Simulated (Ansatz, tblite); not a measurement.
Spin states of the cluster Mg2F2⁺, each relaxed with r2SCAN-D4/def2-TZVP in Ansatz. Electronic energies in the gas phase.

The xTB rows come from tblite. HSE06 is defined as in plane-wave codes, on full-range PBE exchange. Correlated methods freeze 4 core orbitals; core or outer-core shells of Mg are correlated, in sets that lack core-valence functions. In the quartet, F3 and F4 lie 1.94 Å apart (atoms count from 1), so these atoms are partly bonded to each other. The structure comes from a short search, and lower isomers may exist.

Doublet geometry (D2h within 0.1 Å):

Cartesian coordinates in Å:
```
Mg 1.227 0.698 0.197
Mg -1.227 -0.698 -0.197
F -0.467 0.532 1.022
F 0.467 -0.532 -1.022
```

Quartet geometry (D2h within 0.1 Å):

```xyz
4

Mg   -0.469    1.691   -0.676
Mg    0.469   -1.691    0.676
F    -0.512   -0.424   -0.704
F     0.512    0.424    0.704
```

⟨S²⟩: doublet 0.75 at PBE0-D4/def2-TZVP (pure 0.75), quartet 3.76 at PBE0-D4/def2-TZVP (pure 3.75).

Run but left out: HF/def2-TZVPP, MP2/def2-TZVPP, CCSD/def2-TZVPP, CCSD(T)/def2-TZVPP (flagged by the program: other roots).

Only these spin states were relaxed. The quartet has other bonds than the doublet, so the gap mixes isomer and spin.

| level | quartet − doublet (kJ/mol) | lowest of these |
| --- | --- | --- |
| GFN1-xTB | 208.0 | doublet |
| r2SCANh-D4/def2-TZVP | 497.3 | doublet |
| HSE06-D4/def2-TZVP | 497.9 | doublet |
| CAM-B3LYP-D4/def2-TZVP | 501.8 | doublet |
| PBE-QIDH/def2-TZVP | 525.3 | doublet |
| RPA@PBE/def2-TZVP | 478.0 | doublet |
| MP2/def2-TZVP | 580.4 | doublet |

Question: Estimate the rows for GFN2-xTB, HF/STO-3G, HF/def2-TZVP, PBE-D4/def2-TZVP, r2SCAN-D4/def2-TZVP, PBE0-D4/def2-TZVP, ωB97X-V/def2-TZVP.

Answer: 
```
              level  quartet − doublet (kJ/mol)  lowest of these
           GFN2-xTB                       322.3          doublet
          HF/STO-3G                       434.6          doublet
       HF/def2-TZVP                       453.6          doublet
   PBE-D4/def2-TZVP                       479.3          doublet
r2SCAN-D4/def2-TZVP                       492.3          doublet
  PBE0-D4/def2-TZVP                       496.0          doublet
  ωB97X-V/def2-TZVP                       496.5          doublet
```

The xTB methods have no spin-polarisation term.
